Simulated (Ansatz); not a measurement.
Reaction (formal exchange of groups at a Ge–Si bond): `[SiH3][GeH2][SiH2][SiH2][GeH3]` + `[SiH3][GeH3]` → `[SiH3][GeH2][GeH2][SiH2][SiH2][GeH3]` + SiH₄

Program: Ansatz. Geometries: PBE0-D4/def2-TZVP. ΔE: electronic, gas phase. CCSD(T)/CBS is the MP2 limit (def2-TZVPP, def2-QZVPP) plus CCSD(T) − MP2 in def2-TZVPP, frozen cores. This one scheme is used for every species. DFT in def2-TZVPP. B3LYP here is the variant with VWN-RPA as its local correlation; programs differ in this. HSE06 is defined as in plane-wave codes. For Ge outer-core shells are correlated without core-valence functions, which leaves a few kJ/mol of doubt a bond. Scalar relativity is left out up to krypton. One conformer a species, not always the lowest.

```tsv
level	ΔE (kJ/mol)	difference from CCSD(T)/CBS
LDA (SPW92)	-17.7	7.5
PBE-D4	-20.2	5.0
revPBE-D4	-20.4	4.8
BLYP-D4	-26.0	-0.8
r2SCAN-D4	-20.1	5.1
B97M-V	-13.0	12.2
B3LYP-D4	-26.0	-0.8
r2SCANh-D4	-20.8	4.4
r2SCAN0-D4	-21.7	3.5
HSE06-D4	-21.3	3.9
BHLYP-D4	-28.0	-2.8
CAM-B3LYP-D4	-23.1	2.1
ωB97X-V	-21.2	4.0
ωB97M-V	-24.3	0.9
B2PLYP	-20.8	4.4
PBE-QIDH	-21.7	3.5
PBE	-13.1	12.1
revPBE	-8.8	16.4
r2SCAN	-17.6	7.6
PBE0	-14.3	10.9
B3LYP	-14.8	10.4
r2SCANh	-18.0	7.2
r2SCAN0	-18.6	6.6
HSE06	-14.5	10.7
BHLYP	-16.9	8.3
LC-ωPBE	-12.8	12.4
RPA@PBE/def2-TZVPP	-26.7	-1.5
HF/def2-SVP	-14.2	11.0
MP2/def2-SVP	-27.8	-2.6
CCSD(T)/def2-SVP	-24.4	0.8
MP2/def2-TZVPP	-31.5	-6.3
SCS-MP2/def2-TZVPP	-28.4	-3.2
CCSD/def2-TZVPP	-24.6	0.6
CCSD(T)/def2-TZVPP	-26.4	-1.2
HF/def2-QZVPP	-14.1	11.1
MP2/def2-QZVPP	-30.4	-5.2
SCS-MP2/def2-QZVPP	-26.9	-1.7
HF/CBS(def2)	-13.9	11.3
MP2/CBS(def2)	-30.3	-5.1
CCSD/CBS(def2)	-23.4	1.8
CCSD(T)/CBS	-25.2	0
```

Largest T1 diagnostic among the species: 0.013.

From BLYP to BHLYP (50 % exact exchange), in def2-TZVPP and without D4, ΔE moves by −3.9 kJ/mol. In def2-TZVPP, CCSD(T) changes the Hartree–Fock value by −11.1 kJ/mol (the triples alone add −1.8 kJ/mol) and MP2 by −16.2 kJ/mol.
